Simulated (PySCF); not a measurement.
C3H4ClNSi, SMILES [Si@@H]1(C=NC=C1)Cl. Atoms are numbered in the order given.

```xyz
10

Cl    -1.7241    -0.8371     0.9594
Si    -0.3983    -0.2829    -0.5271
C      1.3613    -0.8014    -0.2458
C      2.0636     0.3430    -0.1458
N      1.4141     1.6163    -0.2331
C      0.1480     1.5370    -0.4087
H     -0.9935    -0.6701    -1.8354
H      1.8295    -1.7839    -0.1818
H      3.1464     0.3944     0.0079
H     -0.4339     2.4651    -0.4878
```
Charge 0, spin multiplicity 1.

The structure is a stationary point at PBE0-D3(BJ)/def2-SVP. The structure was generated by enumeration; whether it is a known compound was not checked.

Two levels are set side by side: PBE/pcSseg-1 (PySCF) and PBE0/pcSseg-1 (PySCF). GIAO shifts against HCl (³⁵Cl), NH3 (¹⁵N), TMS (²⁹Si), TMS (¹H), TMS (¹³C) at the same level; non-relativistic, no solvent, atoms listed together averaged. Without spin–orbit terms, shifts of atoms bonded to Cl or Br come out too high at both levels. Differences are taken from unrounded values.

```json
[
 {"quantity": "δ(³⁵Cl) of Cl1 (ppm)", "PBE0": "-57.1"},
 {"quantity": "δ(²⁹Si) of Si2 (ppm)", "PBE0": "-8.3"},
 {"quantity": "δ(¹³C) of C3 (ppm)", "PBE0": "117.5"},
 {"quantity": "δ(¹³C) of C4 (ppm)", "PBE0": "170.2"},
 {"quantity": "δ(¹⁵N) of N5 (ppm)", "PBE0": "461.7"},
 {"quantity": "δ(¹³C) of C6 (ppm)", "PBE0": "188.9"},
 {"quantity": "δ(¹H) of H7 (ppm)", "PBE0": "5.62"},
 {"quantity": "δ(¹H) of H8 (ppm)", "PBE0": "5.87"},
 {"quantity": "δ(¹H) of H9 (ppm)", "PBE0": "8.40"},
 {"quantity": "δ(¹H) of H10 (ppm)", "PBE0": "9.04"}
]
```

**Question.** What does PBE give, and how far is it from PBE0? (An estimate is asked for; the answer gives what the named calculation found.)

**Answer.** 
```
quantity                PBE  PBE minus PBE0
--------------------  -----  --------------
δ(³⁵Cl) of Cl1 (ppm)  -50.5             6.6
δ(²⁹Si) of Si2 (ppm)  -11.2            -2.8
δ(¹³C) of C3 (ppm)    116.9            -0.6
δ(¹³C) of C4 (ppm)    167.4            -2.9
δ(¹⁵N) of N5 (ppm)    457.3            -4.4
δ(¹³C) of C6 (ppm)    185.4            -3.5
δ(¹H) of H7 (ppm)      5.79            0.17
δ(¹H) of H8 (ppm)      5.77           -0.10
δ(¹H) of H9 (ppm)      8.34           -0.06
δ(¹H) of H10 (ppm)     8.88           -0.16
```

Rough cost on one machine, each run with all the roots and properties that it gave: PBE0 against PBE within a factor of 2.
